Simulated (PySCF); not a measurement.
A structure optimised at PBE-D3(BJ)/def2-TZVP, used in a PySCF frequency run:

```
Al
O 1 1.7194
H 2 0.9693 1 122.83
O 1 1.7194 2 126.39 3 0.00
H 4 0.9693 1 122.83 2 0.00
```
Charge 0, spin multiplicity 2.

Write its SMILES, formula and point group.

[OH][Al][OH], AlH2O2, C2v

What are its rotational constants (standard atomic weights)?

41.461, 6.2576, 5.4370 GHz
